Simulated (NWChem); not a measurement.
System: ZnI cation; SMILES [Zn+][I]

Program: NWChem. def2 effective core potentials on I; no spin-orbit coupling. Each level has its own optimisation; frequencies are unscaled.

For level PBE0-D3(BJ)/def2-TZVP (core potentials):

| Quantity | Value |
|---|---|
| r I–Zn (Å) | 2.381 |
| highest harmonic frequency (cm⁻¹) | 275 |

Task: How do the values read with level B3LYP/3-21G (all-electron, non-relativistic) instead?

Result: 
- r I–Zn (Å): 2.446
- highest harmonic frequency (cm⁻¹): 250
